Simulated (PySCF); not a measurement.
# Electron correlation in Pb (lead, neutral)

[Xe] 4f14 5d10 6s1 6p2 6d1, one real determinant (an excited configuration). Computed with PySCF 2.14 in aug-cc-pVTZ-PP with one added diffuse shell each of d, f type with ECP60MDF (6s5p5d3f, 67 functions), with a scalar-relativistic core potential. Frozen: 5s2 5p6 5d10; 4 electrons correlated.

MP2 pair energies summed by pair of shells (mhartree):

```json
{"pair": "6p-6p", "energy": "-3.51", "share (%)": "34.3"}
{"pair": "6s-6p", "energy": "-2.99", "share (%)": "29.3"}
{"pair": "6p-6d", "energy": "-2.97", "share (%)": "29.0"}
{"pair": "6s-6d", "energy": "-0.75", "share (%)": "7.3"}
```

Total MP2 correlation energy: -10.22 mhartree.

Same-spin part -10.22 and opposite-spin part 0.00 mhartree; SCS-MP2 scales them by 1/3 and 6/5 to -3.41 mhartree.

The reference is one real determinant that mixes LS terms of this configuration.

Spin-orbit coupling is strong in this species, so the high-spin LS determinant is a model state.
